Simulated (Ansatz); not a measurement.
`NB[Se][SiH3]` + H₂ → `[SiH3][SeH]` + `BN`  (hydrogenolysis of the Se–B bond)

Computed with Ansatz on PBE0-D4/def2-TZVP structures; ΔE is electronic, products minus reactants. CBS: MP2 limit from def2 TZ/QZ plus the TZ coupled-cluster correction, frozen cores. This one scheme is used for every species. Functionals use def2-TZVPP. B3LYP here is the variant with VWN-RPA as its local correlation; programs differ in this. For Se outer-core shells are correlated without core-valence functions, which leaves a few kJ/mol of doubt a bond. Scalar relativity is left out up to krypton. One conformer a species, not always the lowest.

| level | ΔE (kJ/mol) |
| --- | --- |
| PBE-D4 | 46.4 |
| PBE0 | 35.0 |
| B3LYP | 23.6 |
| MP2/def2-TZVPP | 49.3 |
| SCS-MP2/def2-TZVPP | 38.8 |
| HF/def2-QZVPP | 8.4 |
| HF/CBS(def2) | 8.3 |
| CCSD/CBS(def2) | 35.6 |

Task: What does CCSD(T)/CBS give? (Best estimate.)

Result: Computed: +42.2 kJ/mol. The listed levels differ from it by 4.2, -7.2, -18.6, 7.1, -3.4, -33.8, -33.9, -6.6 kJ/mol.

Largest T1 diagnostic among the species: 0.012.

The D4 term adds +13.8 kJ/mol with B3LYP and +7.5 kJ/mol with PBE0; it sums over pairs of atoms, weighted by their polarisabilities, and B3LYP, whose exchange is more repulsive, gets the larger term. In def2-TZVPP, CCSD(T) changes the Hartree–Fock value by +30.0 kJ/mol (the triples alone add +6.7 kJ/mol) and MP2 by +40.1 kJ/mol.
